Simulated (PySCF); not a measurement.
TaF5, SMILES [F][Ta]([F])([F])([F])[F], multiplicity 1.

Geometry: PBE-D3(BJ)/def2-SVP. The multiplicity is an assumed one; no other spin state was optimised. The isomer is the one that the SMILES or the coordinates give; other isomers of the formula were not compared. The def2 effective core potentials stand for the cores of Ta; spin–orbit coupling is left out.

Computed with PySCF with PBE-D3(BJ)/def2-SVP.

Frequencies are harmonic and unscaled.

Modes within 1.5 cm⁻¹ of each other (mostly degenerate sets) share a row, with their intensities summed.

Task: Give all harmonic wavenumbers and intensities. (The exact figures need the calculation; the answer reports its results.)

Result: 
```json
[
 {"mode": "1–2", "ν (cm⁻¹)": "96", "IR (km/mol)": "9.3", "moving atoms (share of kinetic energy)": "F 99 %"},
 {"mode": "3–4", "ν (cm⁻¹)": "193", "IR (km/mol)": "41.3", "moving atoms (share of kinetic energy)": "F 81 %, Ta 19 %"},
 {"mode": "5", "ν (cm⁻¹)": "232", "IR (km/mol)": "22.0", "moving atoms (share of kinetic energy)": "F 83 %, Ta 17 %"},
 {"mode": "6–7", "ν (cm⁻¹)": "270", "IR (km/mol)": "0.0", "moving atoms (share of kinetic energy)": "F 100 %"},
 {"mode": "8", "ν (cm⁻¹)": "651", "IR (km/mol)": "0.0", "moving atoms (share of kinetic energy)": "F 100 %"},
 {"mode": "9", "ν (cm⁻¹)": "671", "IR (km/mol)": "229.6", "moving atoms (share of kinetic energy)": "F 82 %, Ta 18 %"},
 {"mode": "10–11", "ν (cm⁻¹)": "704", "IR (km/mol)": "263.9", "moving atoms (share of kinetic energy)": "F 85 %, Ta 15 %"},
 {"mode": "12", "ν (cm⁻¹)": "712", "IR (km/mol)": "0.0", "moving atoms (share of kinetic energy)": "F 100 %"}
]
```
